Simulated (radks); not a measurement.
Task: All-electron atom: Hg II in [Xe] 4f14 5d10 6s1. Method: scalar-relativistic Kohn-Sham, PBE, spin-unpolarised, spherical densities, finite nucleus; Fermi nuclear charge, rms radius 5.4648 fm; computed with a radial shooting solver on a logarithmic mesh with Libxc functionals. Some entries of the table are withheld. Estimate them.

orbital  occ.  eigenvalue (eV)  <r> (bohr)
1s          2        -83144.81     0.01659
2s          2              (1)         (2)
2p          6        -12720.33     0.06328
3s          2        -3505.876      0.1807
3p          6        -2920.705      0.1821
3d         10        -2303.812      0.1650
4s          2        -777.8460      0.3993
4p          6        -585.9077         (3)
4d         10        -357.8030      0.4489
5s          2        -127.1669      0.9020
4f         14        -104.9413      0.4825
5p          6         -75.6300         (4)
5d         10         -18.8453       1.470
6s          1              (5)       2.513

Result: 
(1) 2s eigenvalue (eV): -14744.51
(2) 2s <r> (bohr): 0.06994
(3) 4p <r> (bohr): 0.4254
(4) 5p <r> (bohr): 1.040
(5) 6s eigenvalue (eV): -14.7041
